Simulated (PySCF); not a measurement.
# How the method changes the shape and vibrations of AlGeH4O anion

These are calculations, not measurements. The program is PySCF 2.14.0, an open-source quantum chemistry code, run on an isolated molecule that a program drew, which may never have been made. The molecule is AlGeH4O anion (charge -1, singlet), drawn as the SMILES string `[OH][AlH][GeH2-]`.

The geometry was optimised and harmonic frequencies were computed with HF and MP2, all in the aug-cc-pV(D+d)Z basis, for the commonest isotopes, with a restricted reference for singlets and an unrestricted one otherwise, and a frozen core in MP2. Germanium has the aug-cc-pVDZ-PP basis, with a core potential (ECP10MDF) in place of its 10 inner electrons, and its 3s, 3p and 3d shells are frozen in MP2. Each result is a local minimum of its method.

Geometry at the HF minimum:
```xyz
7
AlGeH4O anion, angstrom
O     0.0908    0.4994    2.2540
Al   -1.0088    0.9165    0.9651
Ge   -0.7472    0.3965   -1.4578
H    -0.0381    0.9074    3.0912
H    -2.0692    1.9859    1.6026
H    -0.3007   -1.1250   -1.3573
H    -2.2963    0.1525   -1.7438
```

Lengths of the bonds as drawn, in Å (atoms numbered as above):
| bond | HF | MP2 |
|---|---|---|
| O1-Al2 | 1.745 | 1.785 |
| Al2-Ge3 | 2.492 | 2.478 |
| O1-H4 | 0.940 | 0.965 |
| Al2-H5 | 1.635 | 1.638 |
| Ge3-H6 | 1.589 | 1.595 |
| Ge3-H7 | 1.594 | 1.602 |

Rotational constants, in GHz:
```
constant,HF,MP2
A,22.85,22.23
B,1.852,1.852
C,1.738,1.737
```

Harmonic frequencies in cm^-1, each column in rising order, so a row needn't be the same motion in every method:
```
rank    HF   MP2
   1   124   117
   2   158   154
   3   238   220
   4   295   291
   5   425   407
   6   520   469
   7   560   525
   8   669   636
   9   747   685
  10   837   806
  11   939   874
  12  1732     ?
  13  1881  1860
  14  1906  1887
  15  4218  3866
```

**Estimate the missing MP2 frequency from the HF column.**

A single factor s that minimises the squared misfit of MP2 against s times HF over the other rows is sum(HF x MP2) / sum(HF^2) = 0.9377, with an rms misfit of 45 cm^-1. For rank 12 it gives 0.9377 x 1732 = 1624 cm^-1. The calculation gives 1709 cm^-1, 85 cm^-1 above the estimate. The drawn bonds are on average 0.9 % longer in MP2 than in HF.
